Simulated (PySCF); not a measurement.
C₅H₄F₂, SMILES F/C=C\C(F)=C=C. Geometry optimised at PBE0-D3(BJ)/def2-SVP. The structure was generated by enumeration; whether it is a known compound was not checked. The values are those of a single conformer.

**Question.** Give the equilibrium geometry at PBE0-D3(BJ)/def2-SVP (PySCF confirms it by a frequency run) as Cartesian coordinates in Å, and its point group. (Estimate from the structure and the level; the computed values follow.)

**Answer.** One answer among several that fit: point group Cs.
```xyz
11

C      1.8454     1.5410     0.0000
C      0.6255     1.0787     0.0000
C     -0.6072     0.6094     0.0000
F     -1.6423     1.4713     0.0000
C     -1.0404    -0.7800     0.0000
C     -0.2701    -1.8711     0.0000
F      1.0531    -1.8188     0.0000
H      2.3835     1.7417    -0.9350
H      2.3835     1.7417     0.9350
H     -2.1216    -0.9324     0.0000
H     -0.6612    -2.8918     0.0000
```
Charge 0, spin multiplicity 1.
